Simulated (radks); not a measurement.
Results of a calculation; reference values are marked as such.
All-electron atom: Pd4+ in [Ar] 3d10 4s2 4p4 4d6 5p2 (not the ground configuration).

Code: a radial shooting solver on a logarithmic mesh with Libxc functionals. Model: scalar-relativistic Kohn-Sham, PBE, spin-polarised, spherical densities, finite nucleus; open shells are filled with parallel spins first (spin-orbit coupling, left out, can overturn this in heavy ions); Fermi nuclear charge, rms radius 4.5318 fm.

Energy parts (hartree):
part                        energy
total                  -5036.17874
kinetic                 5224.07154
electron-nucleus      -12053.62339
Hartree                 1934.64708
exchange-correlation    -141.27397

Orbitals (lengths in bohr, moments of r in powers of bohr):
orbital  occ.  eigenvalue (hartree)      <r^4>
1s up       1             -891.0962  4.883e-06
1s down     1             -891.0751  4.883e-06
2s up       1             -132.6646  0.0008748
2s down     1             -132.6167  0.0008744
2p up       3             -119.2591  0.0006268
2p down     3             -119.2122  0.0006265
3s up       1             -26.32702    0.04151
3s down     1             -26.28718    0.04130
3p up       3             -21.92114    0.04461
3p down     3             -21.87563    0.04428
3d up       5             -14.92700    0.04356
3d down     5             -14.86910    0.04298
4s up       1              -5.95225      1.312
4s down     1              -5.68832      1.320
4p up       3              -4.63570      1.832
4p down     1              -4.37138      1.872
4d up       5              -2.67771      4.041
4d down     1              -2.42804      4.386
4f up       0              -0.94500      45.48
5s up       0              -1.81009      33.57
5s down     0              -1.66005      35.74
5p up       2              -1.45527      53.80
5p down     0              -1.31559      58.12

The highest occupied level is 5p up at -39.600 eV. The configuration is held as typed, so some empty levels lie below it. The electron density at the nucleus is 1.36e+05 e/bohr^3 (large components only).
